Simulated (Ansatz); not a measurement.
Consider the hydrogenolysis of the Si–C bond: `[SiH3][SiH2]CCl` + H₂ → `[SiH3][SiH3]` + `CCl`.

Computed with Ansatz on PBE0-D4/def2-TZVP structures; ΔE is electronic, products minus reactants. CCSD(T)/CBS is the MP2 limit (def2-TZVPP, def2-QZVPP) plus CCSD(T) − MP2 in def2-TZVPP, frozen cores. This one scheme is used for every species. Functionals use def2-TZVPP. B3LYP here is the variant with VWN-RPA as its local correlation; programs differ in this. One conformer a species, not always the lowest.

`[SiH3][SiH2]CCl`:

Z-matrix (Å, degrees):
```
Si
Si 1 2.344
H 1 1.487 2 110.4
H 1 1.488 2 110.3 3 120.2
H 1 1.489 2 110.3 3 -120.2
C 2 1.889 1 109.7 3 179.7
H 2 1.486 1 110.2 3 -60.5
H 2 1.486 1 110.2 3 59.9
Cl 6 1.786 2 110.5 1 -180.0
H 6 1.091 2 111.6 1 -60.6
H 6 1.091 2 111.6 1 60.6
```

H₂:

```xyz
2

H     0.217    0.301   -0.041
H    -0.217   -0.301    0.041
```

`[SiH3][SiH3]`:

```xyz
8

Si    1.075    0.272   -0.371
Si   -1.075   -0.272    0.371
H     1.139    0.209   -1.856
H     1.437    1.648    0.062
H     2.070   -0.681    0.189
H    -1.438   -1.647   -0.066
H    -2.070    0.683   -0.186
H    -1.138   -0.213    1.856
```

`CCl`:

Cartesian coordinates in Å:
```
C 0.091 0.004 0.114
Cl -1.013 -0.045 -1.272
H -0.196 0.832 0.758
H 1.105 0.146 -0.254
H 0.014 -0.937 0.654
```

Task: Is it downhill or uphill in electronic energy at CCSD(T)/CBS, and by how much? (An estimate is asked.)

Result: The calculation gave: Downhill: ΔE = -7.4 kcal/mol.

Task: What do these levels give: PBE-D4, B3LYP-D4, ωB97X-V, ωB97M-V, B2PLYP, PBE, B3LYP, HF/def2-TZVPP, SCS-MP2/def2-TZVPP, CCSD/def2-TZVPP, CCSD(T)/def2-TZVPP, MP2/def2-QZVPP? (Estimate.)

Result: Ansatz gave: PBE-D4 -6.8, B3LYP-D4 -8.1, ωB97X-V -8.5, ωB97M-V -7.8, B2PLYP -9.4, PBE -8.6, B3LYP -10.9, HF/def2-TZVPP -14.6, SCS-MP2/def2-TZVPP -8.3, CCSD/def2-TZVPP -9.5, CCSD(T)/def2-TZVPP -8.2, MP2/def2-QZVPP -6.2 kcal/mol.

Largest T1 diagnostic among the species: 0.013.

From PBE to PBE0 (25 % exact exchange), in def2-TZVPP and without D4, ΔE moves by −0.9 kcal/mol. The D4 term adds +2.8 kcal/mol with B3LYP and +1.6 kcal/mol with PBE0; it sums over pairs of atoms, weighted by their polarisabilities, and B3LYP, whose exchange is more repulsive, gets the larger term. In def2-TZVPP, CCSD(T) changes the Hartree–Fock value by +6.3 kcal/mol (the triples alone add +1.3 kcal/mol) and MP2 by +7.9 kcal/mol.
